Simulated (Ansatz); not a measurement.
Consider the ligand exchange at a Mo–Cl bond: `[F][Mo]([F])([F])([F])([F])[Cl]` + H–F → `[F][Mo]([F])([F])([F])([F])[F]` + HCl.

Program: Ansatz. Geometries: PBE0-D4/def2-TZVP. ΔE: electronic, gas phase. CCSD(T)/CBS adds triple-zeta CCSD(T) − MP2 to the extrapolated MP2 energy (def2 sets, frozen cores). This one scheme is used for every species. Functionals use def2-TZVPP. B3LYP here is the variant with VWN-RPA as its local correlation; programs differ in this. HSE06 is defined as in plane-wave codes. def2 core potentials past Kr. For Mo outer-core shells are correlated without core-valence functions, which leaves a few kJ/mol of doubt a bond.

```json
{"level": "PBE-D4", "ΔE (kcal/mol)": "-5.3", "difference from CCSD(T)/CBS": "-1.0"}
{"level": "revPBE-D4", "ΔE (kcal/mol)": "-4.8", "difference from CCSD(T)/CBS": "-0.5"}
{"level": "BLYP-D4", "ΔE (kcal/mol)": "-6.0", "difference from CCSD(T)/CBS": "-1.7"}
{"level": "r2SCAN-D4", "ΔE (kcal/mol)": "-6.9", "difference from CCSD(T)/CBS": "-2.6"}
{"level": "B97M-V", "ΔE (kcal/mol)": "-7.8", "difference from CCSD(T)/CBS": "-3.5"}
{"level": "PBE0-D4", "ΔE (kcal/mol)": "-5.4", "difference from CCSD(T)/CBS": "-1.1"}
{"level": "B3LYP-D4", "ΔE (kcal/mol)": "-6.2", "difference from CCSD(T)/CBS": "-1.9"}
{"level": "r2SCANh-D4", "ΔE (kcal/mol)": "-6.7", "difference from CCSD(T)/CBS": "-2.4"}
{"level": "r2SCAN0-D4", "ΔE (kcal/mol)": "-6.4", "difference from CCSD(T)/CBS": "-2.1"}
{"level": "HSE06-D4", "ΔE (kcal/mol)": "-5.2", "difference from CCSD(T)/CBS": "-0.9"}
{"level": "BHLYP-D4", "ΔE (kcal/mol)": "-6.9", "difference from CCSD(T)/CBS": "-2.6"}
{"level": "CAM-B3LYP-D4", "ΔE (kcal/mol)": "-9.4", "difference from CCSD(T)/CBS": "-5.1"}
{"level": "ωB97X-V", "ΔE (kcal/mol)": "-9.9", "difference from CCSD(T)/CBS": "-5.6"}
{"level": "ωB97M-V", "ΔE (kcal/mol)": "-8.4", "difference from CCSD(T)/CBS": "-4.1"}
{"level": "B2PLYP", "ΔE (kcal/mol)": "-5.9", "difference from CCSD(T)/CBS": "-1.6"}
{"level": "PBE-QIDH", "ΔE (kcal/mol)": "-4.8", "difference from CCSD(T)/CBS": "-0.5"}
{"level": "PBE", "ΔE (kcal/mol)": "-6.2", "difference from CCSD(T)/CBS": "-1.9"}
{"level": "revPBE", "ΔE (kcal/mol)": "-6.5", "difference from CCSD(T)/CBS": "-2.2"}
{"level": "BLYP", "ΔE (kcal/mol)": "-7.8", "difference from CCSD(T)/CBS": "-3.5"}
{"level": "r2SCAN", "ΔE (kcal/mol)": "-7.1", "difference from CCSD(T)/CBS": "-2.8"}
{"level": "B3LYP", "ΔE (kcal/mol)": "-7.7", "difference from CCSD(T)/CBS": "-3.4"}
{"level": "r2SCANh", "ΔE (kcal/mol)": "-6.9", "difference from CCSD(T)/CBS": "-2.6"}
{"level": "r2SCAN0", "ΔE (kcal/mol)": "-6.7", "difference from CCSD(T)/CBS": "-2.4"}
{"level": "HSE06", "ΔE (kcal/mol)": "-6.0", "difference from CCSD(T)/CBS": "-1.7"}
{"level": "BHLYP", "ΔE (kcal/mol)": "-8.4", "difference from CCSD(T)/CBS": "-4.1"}
{"level": "CAM-B3LYP", "ΔE (kcal/mol)": "-10.3", "difference from CCSD(T)/CBS": "-6.0"}
{"level": "LC-ωPBE", "ΔE (kcal/mol)": "-11.6", "difference from CCSD(T)/CBS": "-7.3"}
{"level": "HF/def2-SVP", "ΔE (kcal/mol)": "-11.3", "difference from CCSD(T)/CBS": "-7.0"}
{"level": "MP2/def2-SVP", "ΔE (kcal/mol)": "-6.6", "difference from CCSD(T)/CBS": "-2.3"}
{"level": "CCSD/def2-SVP", "ΔE (kcal/mol)": "-9.6", "difference from CCSD(T)/CBS": "-5.3"}
{"level": "CCSD(T)/def2-SVP", "ΔE (kcal/mol)": "-8.2", "difference from CCSD(T)/CBS": "-3.9"}
{"level": "HF/def2-TZVPP", "ΔE (kcal/mol)": "-11.3", "difference from CCSD(T)/CBS": "-7.0"}
{"level": "MP2/def2-TZVPP", "ΔE (kcal/mol)": "-2.4", "difference from CCSD(T)/CBS": "1.9"}
{"level": "SCS-MP2/def2-TZVPP", "ΔE (kcal/mol)": "-4.9", "difference from CCSD(T)/CBS": "-0.6"}
{"level": "CCSD(T)/def2-TZVPP", "ΔE (kcal/mol)": "-6.0", "difference from CCSD(T)/CBS": "-1.7"}
{"level": "HF/def2-QZVPP", "ΔE (kcal/mol)": "-11.1", "difference from CCSD(T)/CBS": "-6.8"}
{"level": "MP2/def2-QZVPP", "ΔE (kcal/mol)": "-1.4", "difference from CCSD(T)/CBS": "2.9"}
{"level": "SCS-MP2/def2-QZVPP", "ΔE (kcal/mol)": "-4.0", "difference from CCSD(T)/CBS": "0.3"}
{"level": "HF/CBS(def2)", "ΔE (kcal/mol)": "-11.0", "difference from CCSD(T)/CBS": "-6.7"}
{"level": "MP2/CBS(def2)", "ΔE (kcal/mol)": "-0.7", "difference from CCSD(T)/CBS": "3.6"}
{"level": "CCSD(T)/CBS", "ΔE (kcal/mol)": "-4.3", "difference from CCSD(T)/CBS": "0"}
```

Largest T1 diagnostic among the species: 0.025, so the coupled-cluster value is less sure than usual.

The D4 term adds +1.5 kcal/mol with B3LYP and +0.8 kcal/mol with PBE0; it sums over pairs of atoms, weighted by their polarisabilities, and B3LYP, whose exchange is more repulsive, gets the larger term. In def2-TZVPP, CCSD(T) changes the Hartree–Fock value by +5.3 kcal/mol (the triples alone add +1.9 kcal/mol) and MP2 by +8.9 kcal/mol.

CCSD(T)/CBS has its own doubt, a few kJ/mol and more with outer-core shells, so smaller differences from it don't rank the levels.
